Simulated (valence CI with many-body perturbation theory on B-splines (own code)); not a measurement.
**Os34+: E2, M1 decay**

Level of theory: relativistic CI+MBPT: six valence electrons over a frozen Dirac-Fock core [Kr], radial functions for each j: 7 s, 7 p, 8 d, 6 f, 4 g, 1 h, with the one-electron correlation potential Σ1 (screened to all orders), the two-electron term Σ2, the three-electron term Σ3, Breit, model QED; selected single and double excitations, second order for the rest, scaled by the run's own slope (own B-spline code, finite nucleus).

No measured spectrum was set against this ion. As an estimate, large intervals hold to a few tenths of a per cent, small ones and those within an open d or f shell to about a per cent. Core correlation moves these levels by up to 8300 cm⁻¹, and in measured spectra 5 to 20 % of such shifts remained as error; rates that hang on mixing are uncertain with them. Among the levels kept, up to 740 cm⁻¹ of a level comes from second order outside the variational space, and about a tenth of that is noise between levels of different J, which matters for small intervals. Only levels of the ground parity were solved; by the run's estimate the other parity begins above the list, which can be wrong where configurations are misplaced.

Lines 51 to 100 of 116 in falling wavelength, among levels below 704400 cm⁻¹, chosen from the decays that carry over 1 % of a level's rate. Wavelengths and rates use the calculated energies. Electric multipoles are in the length gauge, E1 and E2 with the static RPA response of the core. S is in atomic units (e²a₀⁴ for E2 and M2, e²a₀⁶ for E3), for M1 in squared Bohr magnetons. Weak lines are less certain than strong ones. Lines between different terms over intervals too small for the method are left out, as are lines whose strength nearly cancels. The highest levels of a list are the least certain.

Levels are named by their leading jj configuration (3d3/2^4 stands for four electrons in 3d with j = 3/2), which in mixed levels can hold well under half, so a name can repeat and another be missing. Letters in brackets count levels of one name in rising energy.

```tsv
λ vac (Å)	Upper	Lower	Type	A (s⁻¹)	S (a.u.)
605.7	(4d3/2 4d5/2^5) J=2	(4d3/2^2 4d5/2^4) J=2 [b]	M1	3.18e+04	1.31e+00
601.8	(4d3/2^3 4d5/2^3) J=2 [a]	(4d3/2^4 4d5/2^2) J=2	M1	4.72e+04	1.91e+00
600.5	(4d3/2^2 4d5/2^4) J=1	(4d3/2^3 4d5/2^3) J=2 [a]	M1	1.41e+04	3.40e-01
591.9	(4d3/2^2 4d5/2^4) J=2 [c]	(4d3/2^3 4d5/2^3) J=2 [b]	M1	4.45e+04	1.71e+00
591.4	(4d3/2 4d5/2^5) J=1	(4d3/2^2 4d5/2^4) J=0 [a]	M1	5.79e+04	1.33e+00
590.7	(4d3/2 4d5/2^5) J=4	(4d3/2^2 4d5/2^4) J=3 [b]	M1	3.26e+04	2.24e+00
588.3	(4d3/2^2 4d5/2^4) J=2 [c]	(4d3/2^3 4d5/2^3) J=1 [b]	M1	2.17e+04	8.20e-01
587.4	(4d3/2^3 4d5/2^3) J=5	(4d3/2^4 4d5/2^2) J=4	M1	1.50e+04	1.24e+00
585.3	(4d3/2^2 4d5/2^4) J=6	(4d3/2^3 4d5/2^3) J=6	M1	3.41e+04	3.30e+00
584.9	(4d3/2^3 4d5/2^3) J=3 [b]	(4d3/2^4 4d5/2^2) J=2	M1	6.47e+03	3.36e-01
582.5	(4d3/2^2 4d5/2^4) J=4 [b]	(4d3/2^3 4d5/2^3) J=3 [b]	M1	1.27e+04	8.35e-01
581.1	(4d3/2 4d5/2^5) J=3	(4d3/2^2 4d5/2^4) J=4 [b]	M1	2.11e+04	1.08e+00
580.9	(4d3/2^2 4d5/2^4) J=4 [a]	(4d3/2^3 4d5/2^3) J=4 [a]	M1	1.12e+05	7.31e+00
579.9	(4d3/2^3 4d5/2^3) J=6	(4d3/2^4 4d5/2^2) J=4	E2	1.95e+00	1.48e-03
579.9	(4d3/2^2 4d5/2^4) J=4 [c]	(4d3/2^3 4d5/2^3) J=3 [c]	M1	3.44e+04	2.24e+00
578.1	(4d3/2^2 4d5/2^4) J=2 [b]	(4d3/2^3 4d5/2^3) J=3 [b]	M1	2.12e+04	7.60e-01
577.9	(4d3/2^2 4d5/2^4) J=6	(4d3/2^3 4d5/2^3) J=5	M1	1.48e+04	1.38e+00
567.1	(4d3/2 4d5/2^5) J=2	(4d3/2^2 4d5/2^4) J=1	M1	5.45e+04	1.84e+00
562.6	(4d3/2^2 4d5/2^4) J=2 [b]	(4d3/2^3 4d5/2^3) J=2 [a]	M1	3.85e+04	1.27e+00
556.9	(4d3/2 4d5/2^5) J=1	(4d3/2^2 4d5/2^4) J=2 [a]	M1	2.40e+05	4.61e+00
556.8	(4d3/2^2 4d5/2^4) J=4 [c]	(4d3/2^3 4d5/2^3) J=4 [b]	M1	2.56e+04	1.48e+00
554.5	(4d3/2^2 4d5/2^4) J=4 [a]	(4d3/2^3 4d5/2^3) J=3 [a]	M1	1.83e+03	1.04e-01
553.1	(4d3/2^2 4d5/2^4) J=3 [a]	(4d3/2^3 4d5/2^3) J=4 [a]	M1	4.58e+04	2.01e+00
538.5	(4d3/2^2 4d5/2^4) J=5	(4d3/2^3 4d5/2^3) J=4 [a]	M1	4.01e+03	2.55e-01
536.6	(4d3/2 4d5/2^5) J=4	(4d3/2^2 4d5/2^4) J=5	M1	6.62e+04	3.41e+00
529.1	(4d3/2^2 4d5/2^4) J=3 [a]	(4d3/2^3 4d5/2^3) J=3 [a]	M1	5.51e+04	2.12e+00
526.5	(4d3/2 4d5/2^5) J=3	(4d3/2^2 4d5/2^4) J=3 [b]	M1	2.33e+04	8.84e-01
522.9	(4d3/2 4d5/2^5) J=4	(4d3/2^2 4d5/2^4) J=3 [a]	M1	2.43e+03	1.16e-01
517.4	(4d3/2^3 4d5/2^3) J=3 [b]	(4d3/2^4 4d5/2^2) J=4	M1	2.81e+04	1.01e+00
513.6	(4d3/2^2 4d5/2^4) J=4 [b]	(4d3/2^3 4d5/2^3) J=5	M1	4.89e+04	2.21e+00
505.1	(4d3/2^3 4d5/2^3) J=0	(4d3/2^4 4d5/2^2) J=2	E2	3.10e+02	9.11e-03
500.3	(4d3/2 4d5/2^5) J=4	(4d3/2^2 4d5/2^4) J=4 [a]	M1	1.12e+05	4.67e+00
493.2	(4d3/2^2 4d5/2^4) J=3 [b]	(4d3/2^3 4d5/2^3) J=4 [a]	M1	1.02e+04	3.16e-01
490.3	(4d5/2^6) J=0	(4d3/2 4d5/2^5) J=1	M1	4.08e+05	1.78e+00
490.0	(4d3/2^2 4d5/2^4) J=1	(4d3/2^3 4d5/2^3) J=1 [a]	M1	4.09e+04	5.35e-01
485.0	(4d3/2 4d5/2^5) J=2	(4d3/2^2 4d5/2^4) J=3 [a]	M1	7.62e+04	1.61e+00
480.5	(4d3/2^2 4d5/2^4) J=2 [c]	(4d3/2^3 4d5/2^3) J=3 [b]	M1	5.87e+03	1.21e-01
478.3	(4d3/2^3 4d5/2^3) J=1 [b]	(4d3/2^4 4d5/2^2) J=2	M1	4.44e+03	5.40e-02
475.9	(4d3/2^3 4d5/2^3) J=2 [b]	(4d3/2^4 4d5/2^2) J=2	M1	8.60e+03	1.72e-01
474.0	(4d3/2^2 4d5/2^4) J=3 [b]	(4d3/2^3 4d5/2^3) J=3 [a]	M1	9.62e+02	2.66e-02
472.0	(4d3/2 4d5/2^5) J=3	(4d3/2^2 4d5/2^4) J=3 [a]	M1	7.15e+04	1.95e+00
469.7	(4d3/2^2 4d5/2^4) J=2 [c]	(4d3/2^3 4d5/2^3) J=2 [a]	M1	6.25e+03	1.20e-01
455.8	(4d3/2^3 4d5/2^3) J=3 [c]	(4d3/2^4 4d5/2^2) J=2	M1	1.19e+04	2.91e-01
453.4	(4d3/2 4d5/2^5) J=3	(4d3/2^2 4d5/2^4) J=4 [a]	M1	1.57e+04	3.79e-01
452.8	(4d3/2^2 4d5/2^4) J=4 [c]	(4d3/2^3 4d5/2^3) J=3 [b]	M1	8.62e+02	2.67e-02
441.5	(4d3/2^2 4d5/2^4) J=2 [d]	(4d3/2^3 4d5/2^3) J=3 [c]	M1	2.18e+04	3.48e-01
437.1	(4d3/2^2 4d5/2^4) J=4 [b]	(4d3/2^3 4d5/2^3) J=3 [a]	M1	5.57e+03	1.55e-01
434.6	(4d3/2^2 4d5/2^4) J=2 [b]	(4d3/2^3 4d5/2^3) J=3 [a]	M1	1.52e+04	2.32e-01
426.4	(4d3/2^3 4d5/2^3) J=4 [b]	(4d3/2^4 4d5/2^2) J=4	M1	1.49e+03	3.85e-02
426.4	(4d3/2^3 4d5/2^3) J=4 [b]	(4d3/2^4 4d5/2^2) J=4	E2	6.74e+01	7.63e-03
```
